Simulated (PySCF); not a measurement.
# hydrogen molecule: gas-phase deprotonation enthalpies at several levels

Structure: `[H][H]` (H2). Non-hydrogen atoms are numbered in `[H][H]`.

All levels share the PBE0-D3(BJ)/ma-def2-SVP structures and the PBE0-D3(BJ)/ma-def2-SVP thermal terms; only the single-point energies (PySCF) change. Values are gas-phase deprotonation enthalpies (298 K, kJ/mol).

```tsv
level	H2	abs. error	time
BLYP-D3(BJ)/ma-def2-TZVP	1639	35.9	0.16 s
ωB97X-D3(BJ)/ma-def2-TZVP	1661	13.9	–
M06-2X/def2-TZVPP (grid 1)	1667	8.4	0.19 s
ATcT 1.112	1675
```

Times are wall times for all single points of a level on 1 thread of Intel Xeon Platinum 8559C, a shared host; the dash marks the run that also made the structures. BLYP ran on a slower path of this set-up, which computes the density-fitting integrals anew in every SCF cycle while the other levels store them. So the times needn't show the usual order of cost, and those levels read slower than they are.

The spread: 28 kJ/mol, from 1639 to 1667.

Bases without diffuse functions serve anions poorly.

---

## Level of theory and gas-phase deprotonation enthalpies: trimethylborane

Structure: `CB(C)C` (C3H9B). Non-hydrogen atoms are numbered in `[CH3:1][B:2]([CH3:3])[CH3:4]`.

All levels share the PBE0-D3(BJ)/ma-def2-SVP structures and the PBE0-D3(BJ)/ma-def2-SVP thermal terms; only the single-point energies (PySCF) change. Values are gas-phase deprotonation enthalpies (298 K, kJ/mol).

deprotonation enthalpy (ΔH): the gap is larger than usual, and may come from another state, site, conformer or species, from the functional or basis, or from an outlying measurement.

Measured (NIST Chemistry WebBook): deprotonation enthalpy (ΔH) 1532 kJ/mol.

```jsonl
{"level": "ωB97X-D3(BJ)/ma-def2-TZVP", "C1": "1578"}
{"level": "LC-ωPBE/def2-SVP (grid 1, diis space 4)", "C1": "1606"}
```

The spread: 28 kJ/mol, from 1578 to 1606.

Bases without diffuse functions serve anions poorly.

---

methoxyethene: gas-phase deprotonation enthalpies at several levels

Structure: `C=COC` (C3H6O). Atom numbers as in the mapped SMILES `[CH2:1]=[CH:2][O:3][CH3:4]`.

All levels share the PBE0-D3(BJ)/ma-def2-SVP structures and the PBE0-D3(BJ)/ma-def2-SVP thermal terms; only the single-point energies (PySCF) change. Values are gas-phase deprotonation enthalpies (298 K, kJ/mol).

At BLYP-D3(BJ)/ma-def2-TZVP (grid 4):
```csv
quantity,value
C1,1660
C2,1660
C4,1674
```

Q: What does ωB97X-D3(BJ)/ma-def2-TZVP give?

A: C1: 1686 (change 26); C2: 1687 (change 27); C4: 1708 (change 35).

Known limits: the order of C2 and C1 is undecided: the gaps lie inside the method's error (some 10 kJ/mol, one structure a species); one E/Z form of each vinyl-type anion was tried, and another may lie lower.

Differences come from unrounded values, so a last digit can differ from that of the printed terms.
